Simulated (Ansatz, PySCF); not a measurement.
Caution: the highest occupied level lies above zero, so the state may not be bound. Caution: the restricted solution is unstable towards spin-unrestricted or complex orbitals, so a lower solution exists and this singlet may not be the ground state. This singlet lies within 0.05 eV of the relaxed triplet at the level B3LYP/aug-cc-pVTZ // PBE0-D3(BJ)/def2-TZVPD (Ansatz, a quantum-chemistry and plane-wave program).

## CHBN, SMILES `[BH-][N+]#[C-]` (near-degenerate singlet) (charge -1, multiplicity 1)

The numbers are results of PBE0-D3(BJ)/def2-TZVPD (PySCF), not measurements.

```yaml
HOMO: 0.68 eV
total_energy: -118.1205 Ha
cost: around 7 core-seconds (rough)
```

Bonds (Å): B1–N2 1.452, B1–H4 1.229, N2–C3 1.181. Angles (°): N2–B1–H4 105.6, B1–N2–C3 173.9.
Charge -1, spin multiplicity 1.
